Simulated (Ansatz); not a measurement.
A search over several starts for the lowest SCF solution of the cluster Sb₃⁻ at the given spin, in a small basis.

```yaml
crystal:
  periodic: [false, false, false]
  atoms:
    - {symbol: Sb, position_ang: [1.725467, -0.207185, 1.271937]}
    - {symbol: Sb, position_ang: [-0.125954, -1.070070, -0.602471]}
    - {symbol: Sb, position_ang: [-1.599512, 1.277245, -0.669466]}
basis:
  gaussian: {orbitals: def2-SVP, initial_orbitals: start.molden}
total_charge: -1
magnetization: {spin_polarized: true, initial_magnetization: 4}
hamiltonian: {xc: pbe0, dispersion: d4}
output: {orbitals: {seedname: orbitals}}
```

The file start.molden holds the orbitals of an earlier run on this structure, at another level or in another basis.

```sh
$ ansatz run in.yaml --threads 4 --pin off --events-out ev --progress --plain --max-ram 3916MiB
```

Output, abridged:

```
Functional definition: PBE0
  name "PBE0"
  cite "Adamo & Barone, J. Chem. Phys. 110, 6158 (1999) doi:10.1063/1.478522"
  cite "Perdew, Burke & Ernzerhof, Phys. Rev. Lett. 77, 3865 (1996) doi:10.1103/PhysRevLett.77.3865"
  parent pbe
  parameter a = 0.25
  parameter kappa = 0.804
  parameter beta = 0.06672455060314922
  exchange = (1 - a)*pbe_x(kappa = kappa, mu = beta*pi^2/3) + a*exact_x
  correlation = pbe_c(beta = beta)
1006 factors; integrals over basis functions are off by at most 1.9e-4 eV
mean field evaluation 1: about -19614.8914 eV, gradient 1.8e1 eV
mean field evaluation 2: about -19615.0359 eV, gradient 2.8e-1 eV
mean field evaluation 4: about -19615.0786 eV, gradient 1.8e-3 eV
mean field evaluation 8: about -19614.6396 eV, gradient 6.5e0 eV
mean field evaluation 16: about -19615.0786 eV, gradient 7.4e-3 eV
mean field evaluation 32: about -19614.0550 eV, gradient 4.9e0 eV
mean field -19615.07858138 eV, -720.8408422879 hartree, gradient 2.7e-5 eV, S^2 6.016804; 5 other end points of the search recorded, 0 dependent functions left out
reference -19615.07860421 eV, -720.8408431270 hartree; 37, 33 occupied and 41, 45 virtual orbitals, 1006 factors
Total energy: -19615.23465718 eV, -720.8465779677 hartree
```

It took 1.4 s on 4 threads of Intel Xeon 6975P-C on a shared host.

In the def2 sets Sb takes a core potential; there is no spin–orbit coupling. The highest occupied level of the charge -1 quintet lies above zero (up to 0.10 eV). It is a level of α spin, whose loss leaves a quartet; that state wasn't run at this geometry and level. The electron is either unbound and held by the finite basis, or the level is raised by self-interaction error. At PBE0-D4/def2-TZVPD a triplet of charge -1 lies 1.49 eV below the quintet, each at its own geometry. The structure comes from a short search, and lower isomers may exist.
